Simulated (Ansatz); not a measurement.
Basis-set series for C₂H₄AlN, SMILES `N#C[CH2][AlH2]`. Total charge 0; spin multiplicity 1. All single points use the PBE0-D4/def2-TZVP geometry.

| functional | basis | functions | energy (Eh) | HOMO (eV) | LUMO (eV) |
| --- | --- | --- | --- | --- | --- |
| PBE0-D4 | def2-TZVPP | 191 | -375.55198 | -8.32 | -1.81 |
| PBE0-D4 | def2-QZVPP | 361 | -375.56671 | -8.33 | -1.83 |
| ωB97M-V | def2-TZVPP | 191 | -375.75718 | -10.50 | -0.18 |
| ωB97M-V | def2-QZVPP | 361 | -375.77114 | -10.50 | -0.31 |

Give the rows for def2-SVP. (Estimate.)

The calculation gave: 
```csv
functional,basis,functions,energy (Eh),HOMO (eV),LUMO (eV)
PBE0-D4,def2-SVP,80,-375.31680,-8.28,-1.77
ωB97M-V,def2-SVP,80,-375.51540,-10.42,-0.05
```

Computed with Ansatz.
